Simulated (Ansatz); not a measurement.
[BCl4]- (BCl₄⁻), relaxed as a singlet with RKS B3LYP-D4/def2-SVPD in Ansatz, starting from the GFN2-xTB geometry. Force threshold 0.02 eV/Å.

Start:

```
atom   x (Å)   y (Å)   z (Å)
  B1   0.001   0.001   0.000
 Cl2   0.858   1.621   0.241
 Cl3   0.062  -0.471  -1.787
 Cl4  -1.763   0.150   0.536
 Cl5   0.843  -1.300   1.009
```

| step | energy (eV) | largest force component (eV/Å) | SCF passes |
| --- | --- | --- | --- |
| 1 | -50760.5823 | 0.677 | 12 |
| 2 | -50760.6165 | 0.289 | 18 |
| 3 | -50760.6241 | 0.016 | 19 |

Force components are those of the run's own axes.

End:

```xyz
5

B     0.0005    0.0007    0.0004
Cl    0.8727    1.6485    0.2449
Cl    0.0630   -0.4788   -1.8164
Cl   -1.7928    0.1519    0.5450
Cl    0.8567   -1.3223    1.0260
```

By distances, no bond broke or formed. The bond that changes most is B1–Cl2, from 1.85 to 1.88 Å (atoms count from 1).

No frequencies were taken in this run, so the end may be a saddle point.

Run time 4.9 s (4 threads of Arm Neoverse V2 on a shared host).
